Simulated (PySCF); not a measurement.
# Computed vibrations of [Bi(H2O)4]3+

[Bi(H2O)4]3+ (singlet). PySCF 2.14.0, RKS PBE0, Bi def2-SVP with ECP60, O def2-SVP, H def2-SVP; non-relativistic Hamiltonian with scalar-relativistic core potentials where named; density fitting; no spin-orbit coupling. Central differences of gradients.

```xyz
13

Bi    0.0000    0.0000    0.0000
O     1.2883    1.3835    1.3835
H     1.6415    1.1693    2.2767
H     1.6415    2.2767    1.1693
O    -1.2883   -1.3835    1.3835
H    -1.6415   -1.1693    2.2767
H    -1.6415   -2.2767    1.1693
O     1.2883   -1.3835   -1.3835
H     1.6415   -2.2767   -1.1693
H     1.6415   -1.1693   -2.2767
O    -1.2883    1.3835   -1.3835
H    -1.6415    2.2767   -1.1693
H    -1.6415    1.1693   -2.2767
```

Run from Python with OMP_NUM_THREADS=2. Where DIIS fails, smearing, a level shift and second-order steps follow.
It took 93 s on 2 threads of Intel(R) Xeon(R) Platinum 8259CL CPU @ 2.50GHz (Skylake/Cascade Lake), with other jobs on the host.

(1) What are the harmonic wavenumbers and infrared intensities?

(2) Is this a minimum?

Results:

(1) Modes are labelled in D2d; negative numbers are unstable modes, those under 60 cm⁻¹ near the noise; a finer grid moves soft modes by up to 10 cm⁻¹.
```csv
cm⁻¹,km/mol,symmetry
-102,–,a2
-29,–,e
-29,–,e
-11,–,b2
61,0.0,b1
69,0.0,a1
71,0.0,b1
107,1.9,e
107,1.9,e
351,24.8,e
351,24.8,e
362,18.1,b2
392,0.0,a1
498,200.2,e
498,200.2,e
522,0.0,a1
533,956.0,b2
608,0.0,a2
629,151.0,e
629,151.0,e
640,0.0,b1
1636,96.7,b2
1637,78.3,e
1637,78.3,e
1642,0.0,a1
3604,817.8,e
3604,817.8,e
3605,843.1,b2
3628,0.0,a1
3672,0.0,a2
3675,800.0,e
3675,800.0,e
3676,0.0,b1
```

(2) No: 3 unstable (and 1 more above −25 cm⁻¹, within the noise); the lowest moves the atoms so:
```
Bi   0.00  0.00  0.00
O    0.00 -0.01  0.01
H   -0.29  0.12  0.15
H    0.29 -0.15 -0.12
O    0.00 -0.01 -0.01
H   -0.29  0.12 -0.15
H    0.29 -0.15  0.12
O    0.00  0.01 -0.01
H    0.29  0.15  0.12
H   -0.29 -0.12 -0.15
O    0.00  0.01  0.01
H    0.29  0.15 -0.12
H   -0.29 -0.12  0.15
```
